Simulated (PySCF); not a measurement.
Q: Give a PBE0-D3(BJ)/def2-SVP geometry of `[SiH3]OC=C`.

A: 
Z-matrix in Å and degrees, rows numbered from 1:
```
C 
C   1  1.3355
O   2  1.3476  1  127.00
Si  3  1.6832  2  126.34  1     0.19
H   1  1.0904  2  119.41  3  -179.98
H   1  1.0940  2  122.87  3    -0.01
H   2  1.0957  1  121.43  3   179.97
H   4  1.4928  3  110.37  2   -60.57
H   4  1.4928  3  110.35  2    60.36
H   4  1.4853  3  105.12  2   179.91
```

Of the pairs four or more bonds apart, Si4···H6 is among the closest relative to their van der Waals radii: 2.87 Å, 87 % of the sum of Bondi's values. The 4 heavy atoms lie in one plane (0.001 Å rms). Si4 (oxygen-bound silicon) is distorted tetrahedral (angles from 105.1° to 110.8°).

Computed, not measured: PySCF, PBE0-D3(BJ)/def2-SVP geometry optimisation, gas phase.

Point group: Cs (tolerance 0.08 Å). No PBE0-D3(BJ)/def2-SVP frequencies stand behind this structure, so it isn't proved a minimum. The numbers are those of one conformer (C1–C2–O3–Si4 0°).
